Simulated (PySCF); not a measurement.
**Computed properties of CH₅BiO₃, SMILES [OH][Bi]([O]C)[OH]**

CH5BiO3, SMILES [Bi]([O]C)([OH])[OH]. Coordinates come from a PBE0-D3(BJ)/def2-SVP optimisation. The structure was generated by enumeration; whether it is a known compound was not checked. The def2 effective core potentials stand for the cores of Bi; spin–orbit coupling is left out. Other conformers were not sampled. All values are computed for the isolated molecule unless a solvent is named; none is compared with measurement here.

**Structure.** All 24 harmonic modes at PBE0-D3(BJ)/def2-SVP (PySCF) are real, so it is a minimum. With heavy atoms numbered as in [Bi:1]([OH:2])([OH:4])[O:6][CH3:7], the shortest bond between them is O6–C7 at 1.399 Å and the longest Bi1–O4 at 2.091 Å.

**Vibrations.** The strongest infrared lines (harmonic, unscaled, degenerate partners summed) lie at 1133 cm⁻¹ (203 km/mol, O 49 %, C 46 %), 371 cm⁻¹ (102 km/mol, H 90 %, O 9 %), 2985 cm⁻¹ (99 km/mol, H 97 %). The softest mode is at 54 cm⁻¹ and the zero-point energy is 42.2 kcal/mol.

**Electronic structure.** M06-2X/def2-TZVP (PySCF) places the frontier levels at -9.23 and -0.27 eV, a gap of 8.96 eV, and gives a dipole moment of 1.57 D and a mean polarisability of 62.6 bohr³. PBE/def2-TZVP (PySCF) at the same geometry gives -6.11 and -1.75 eV, so its gap is 4.60 eV narrower. An orbital gap is neither the optical nor the fundamental gap.

**Excitations.** TDA-ωB97X/def2-SVPD (PySCF) has S1 at 5.96 eV (208 nm, f = 0.006, weak); the most intense of the 10 singlets computed lies at 7.39 eV (f = 0.18). T1 (TDA) is at 5.41 eV, 0.55 eV under S1. TDA-PBE/def2-SVPD (PySCF) puts S1 at 4.50 eV. No vertical singlet excitation falls in the visible range (under 3.1 eV).
